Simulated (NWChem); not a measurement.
## Electron attachment to C₂H₄NO

```xyz
8

C     -1.1771    -0.7753     0.0000
C     -0.0276     0.1260     0.0000
N      1.2026    -0.4712     0.0000
O     -0.1606     1.3406     0.0000
H     -2.1675    -0.3196     0.0000
H     -1.0835    -1.8643     0.0000
H      2.0184     0.1256     0.0000
H      1.3274    -1.4719     0.0000
```
Charge 0, spin multiplicity 2.

All runs are NWChem calculations. Structure: optimised with UPBE0/def2-SVP, a minimum by its harmonic frequencies. It is one conformer; others weren't searched.

Basis set: def2-SVPD. The species with one electron more has spin multiplicity 1 and keeps the geometry of the parent. Δ marks differences of total energies (open shells unrestricted). −ε marks an orbital energy of the parent. That orbital need not have the symmetry of the hole or added electron in the Δ rows. The basis adds only a small set of diffuse functions.

B3LYP has NWChem's definition, with VWN1-RPA local correlation. The structure started from a generated list of species. The unpaired electrons of the parent sit in orbitals of symmetry a" (Cs labels of the run); other states weren't searched. The stability of the SCF solutions was not checked.

Question: One of these methods gave a vertical electron affinity of 4.62 eV. Which?
A) ΔLDA (SVWN5)
B) ΔB3LYP
C) −ε(beta LUMO) of B3LYP
D) −ε(beta LUMO) of LDA (SVWN5)

Answer: D, −ε(beta LUMO) of LDA (SVWN5). The others give 3.33 (−ε(beta LUMO) of B3LYP), 1.31 (ΔLDA (SVWN5)), 1.00 (ΔB3LYP).
